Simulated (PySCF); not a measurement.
Labels have come off several samples. The candidates:

A. `O=C[C@@H](/C(=C\C#C)F)C`
B. `C=C/C=C/C(=C)C`
C. `CP1CCP(P)CC1`

Spectrum 1. 13C{1H} NMR (computed): δ 150.1 (C), 146.1 (CH), 143.7 (CH), 137.6 (CH), 125.7 (CH2), 124.9 (CH2), 21.4 (CH3).

Spectrum 2. 13C{1H} NMR (computed): δ 202.4 (CH), 186.5 (C), 97.0 (CH), 96.6 (CH), 79.9 (C), 54.8 (CH), 14.4 (CH3).

Spectrum 3. 13C{1H} NMR (computed): δ 27.1 (CH2), 24.6 (CH2), 17.8 (CH3).

[PySCF 2.14: shielding tensors at PBE0/pcSseg-1 (GIAO); GFN2-xTB geometry; no solvent; non-relativistic Hamiltonian; averaged over atoms made equivalent by symmetry, fast rotation or ring inversion; one conformer]

Chemical shifts δ = σref − σ; TMS for 13C, all at this level. Splittings of carbon signals by F and P are missing where no couplings were computed. Shifts are as computed. Against solution values, carbons near 30 ppm lie about +3 ppm off and those near 130 ppm about +5 ppm. Of 1211 compounds with measured shifts, 218 miss one by over three times the rms of a fit or turn the order of signals round; such compounds aren't used in these exercises.

Which spectrum belongs to which compound?

Results:

1–B, 2–A, 3–C.

- Spectrum 1 (B): 7 13C signals; δC 150.1 is a fully substituted alkene carbon; δC 146.1 is an alkene CH.
- Spectrum 2 (A): 7 13C signals; δC 202.4 is an aldehyde carbonyl carbon; δC 97.0 is a terminal alkyne carbon.
- Spectrum 3 (C): 3 13C signals; δC 27.1 is an sp3 CH2 bonded to P; δC 24.6 is an sp3 CH2 bonded to P.
